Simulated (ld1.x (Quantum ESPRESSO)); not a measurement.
# Which change was made? (Cl, PAW)

Cl (Z = 17), PAW, made with ld1.x (Quantum ESPRESSO) 7.5 (PBEsol, non-relativistic). Core [Ne], reference 3s2 3p5. Waves: 3s (bound): rcut 1.15, rcutus 1.50 bohr; 3s channel at -0.5 Ry: rcut 1.15, rcutus 1.50 bohr; 3p (bound): rcut 1.00, rcutus 1.35 bohr; 3p channel at 1.55 Ry: rcut 1.00, rcutus 1.35 bohr. Local part: all-electron potential smoothed inside 1.25 bohr (lloc = -1). Core correction: Bessel-smoothed model core inside 0.65 bohr. Augmentation charge: PSQ, radius 0.85 bohr.

Cutoffs, loose and tight: the cutoffs (Ry, on a coarse ladder) from which the occupation-weighted sum of valence levels, in a spherical-Bessel basis at the reference potential, stays within 10 and 1 mRy of its value at 400 Ry. They do not see the model core or the augmentation charge, which bear on the density cutoff. Test errors are all-electron minus pseudo excitation energies from the reference, over the configurations 3s2 3p4; 3s2 3p3; 3s2 3p2; 3s1 3p6; 3s1 3p5; 3s2 3p4.5; 3s2 3p5.3; variants that change the core or the reference have their own tests.

The base gives: outcome: generated; cutoff, loose: 21 Ry; cutoff, tight: 45 Ry; bound ghosts: none; largest test error (meV): -22.

Problem. After one change the result is: outcome: generated; cutoff, loose: 45 Ry; cutoff, tight: 70 Ry; bound ghosts: none; largest test error (meV): +100. Which change was it?
A. waves 3s (bound): rcut 1.15, rcutus 1.30 bohr; 3s channel at -0.5 Ry: rcut 1.15, rcutus 1.30 bohr
B. reference 3s1.75 3p5.25
C. type TM semilocal; waves now 3s (bound): rc 1.50 bohr; 3p (bound): rc 1.35 bohr; local potential the p channel

Solution. C. The others give: waves 3s (bound): rcut 1.15, rcutus 1.30 bohr; 3s channel at -0.5 Ry: rcut 1.15, rcutus 1.30 bohr → outcome: generated; cutoff, loose: 25 Ry; cutoff, tight: 45 Ry; bound ghosts: none; largest test error (meV): -25 | reference 3s1.75 3p5.25 → outcome: generated; cutoff, loose: 21 Ry; cutoff, tight: 45 Ry; bound ghosts: none; largest test error (meV): -67.
